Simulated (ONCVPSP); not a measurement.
**Configuration tests for gadolinium (ONCV)**

```
Element                 : Gd (Z = 64)
Generator               : ONCVPSP 4.0.1
Type                    : optimised norm-conserving Vanderbilt (ONCV)
Functional              : PBE
Relativity              : scalar-relativistic
Frozen core             : [Kr] 4d10 4f7
Valence charge          : 11
Reference configuration : 5s2 5p6 5d1 6s1 6p1
Partial waves           : 5s+6s: rc 2.20 bohr, ncon 3, nbas 6, qcut 5.5 1/bohr, 2 projectors; 5p+6p: rc 3.10 bohr, ncon 4, nbas 8, qcut 4.7 1/bohr, 2 projectors; 5d: rc 2.25 bohr, ncon 4, nbas 9, qcut 4.6 1/bohr, 1 projector
Local potential         : polynomial inside 2.15 bohr (lpopt 5, dvloc0 0 Ha)
Core correction         : Teter function, fcfact 3, rcfact 1.55
```

Energies are relative to the spin-unpolarised reference configuration 5s2 5p6 5d1 6s1 6p1; without spin polarisation the order of configurations can differ from experiment. Not all tests gave a result: 1 of 4 tests not solved or not reliable. Left out of the table: 5s2 5p6 5d0 6s2 6p0 (all-electron energy unsafe for a near-neutral lanthanide with less than one 5d electron, printed error -20 meV).

| valence configuration | charge | ΔE all-electron (eV) | error AE − PS (meV) |
| --- | --- | --- | --- |
| 5s2 5p6 5d1 6s2 6p0 | 0 | -2.869 | +0.3 |
| 5s2 5p6 5d1 6s1 6p0 | +1 | 3.777 | +0.5 |
| 5s2 5p6 5d1 6s0 6p0 | +2 | 15.876 | +4.8 |
